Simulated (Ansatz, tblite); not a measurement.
Isomers of Li2Cl2⁺ (doublet), found by a short tight-binding search and relaxed with PBE-D4/def2-TZVP in Ansatz.

The xTB rows come from tblite. Correlated methods freeze 10 core orbitals; core or outer-core shells of Li are correlated, in sets that lack core-valence functions.

B: At PBE-D4/def2-TZVP, r2SCAN-D4/def2-TZVP the gap within one spin of the charge 1 doublet nearly closes, so an electron or hole may be smeared out by delocalisation error.

Other spin states were run for one of them alone.

A:

```xyz
4

Li    1.782    0.407   -0.473
Li   -1.781   -0.412    0.475
Cl    0.208    0.518    1.221
Cl   -0.210   -0.513   -1.222
```

B:

| atom | x (Å) | y (Å) | z (Å) |
| --- | --- | --- | --- |
| Li1 | 1.6178 | 2.1202 | -1.9625 |
| Li2 | -0.5283 | -0.6888 | 0.6377 |
| Cl3 | -1.6474 | -2.1528 | 2.0133 |
| Cl4 | 0.5579 | 0.7214 | -0.6885 |

Problem. Estimate which lies lowest at each level, and how far above it the others are (kJ/mol).

Solution. 
```json
{"level": "GFN1-xTB", "A": "0.0", "B": "45.4"}
{"level": "GFN2-xTB", "A": "0.0", "B": "32.7"}
{"level": "HF/def2-TZVPP", "A": "39.8", "B": "0.0"}
{"level": "PBE-D4/def2-TZVP", "A": "0.0", "B": "66.4"}
{"level": "r2SCAN-D4/def2-TZVP", "A": "0.0", "B": "65.9"}
{"level": "PBE0-D4/def2-TZVP", "A": "0.0", "B": "58.2"}
{"level": "CAM-B3LYP-D4/def2-TZVP", "A": "0.0", "B": "43.5"}
{"level": "PBE-QIDH/def2-TZVP", "A": "0.0", "B": "34.1"}
{"level": "MP2/def2-TZVPP", "A": "0.0", "B": "24.2"}
{"level": "CCSD/def2-TZVPP", "A": "0.0", "B": "10.3"}
{"level": "CCSD(T)/def2-TZVPP", "A": "0.0", "B": "19.8"}
```
Point groups (tolerance 0.1 Å): A D2h, B C∞v. Lower isomers may exist.
